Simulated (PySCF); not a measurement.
H4OSSiZn.

```xyz
8

Zn    -0.2653     0.3502     0.1877
S     -1.8003     1.0353     1.5547
H     -0.9028     1.1506     2.5768
O      0.9922    -0.1013    -0.9915
Si     1.7062    -1.5308    -1.4517
H      0.7032    -2.5220    -1.9979
H      2.4189    -2.2085    -0.3026
H      2.7194    -1.2493    -2.5282
```
Charge 0, spin multiplicity 1.

Geometry optimised at PBE-D3(BJ)/def2-SVP. One conformer was computed; it need not be the lowest.

All values below come from PBE/pcSseg-1 (PySCF). Non-relativistic, no solvent.

Q: Give the absolute GIAO shielding of each atom: isotropic value and principal components (ppm). (The exact figures need the calculation; the answer reports its results.)

A: 
```
atom  σ(iso)     σ11     σ22     σ33    span
----  ------  ------  ------  ------  ------
Zn1   1621.1  1177.0  1213.6  2472.7  1295.7
S2     790.8   733.4   755.8   883.1   149.7
H3      31.4    22.5    27.9    43.8    21.3
O4     291.0   202.4   297.4   373.2   170.8
Si5    368.4   311.1   319.4   474.8   163.7
H6      25.5    22.0    23.7    30.8     8.7
H7      25.6    22.0    23.9    30.8     8.7
H8      25.7    22.5    23.6    31.1     8.6
```
